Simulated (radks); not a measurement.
Successive ionisation energies (eV) of one element, from differences of total energies of ions in their ground configurations, starting at charge 22: 647.69, 693.78, 752.86, 801.99, 852.18, 903.41, 955.66, 1008.9, 1063.1, 1340.2, 1392.9, 1445.9, 1499.4, 1553.1, 1621.7, 1677.6, 1733.9, 1790.5, 1847.4, 2119.1, 2175.3, 2230.9. Calculated with a radial shooting solver on a logarithmic mesh with Libxc functionals: scalar-relativistic Kohn-Sham, PBE, spin-polarised, spherical densities, finite nucleus; open shells are filled with parallel spins first (spin-orbit coupling, left out, can overturn this in heavy ions); Fermi nuclear charge, rms radius 5.4032 fm. Which element is it?

Answer. Iridium (Z = 77). The first species listed is Ir22+ in [Kr] 4d10 4f9, the last Ir43+ in [Ar] 3d10 4s2 4p4.
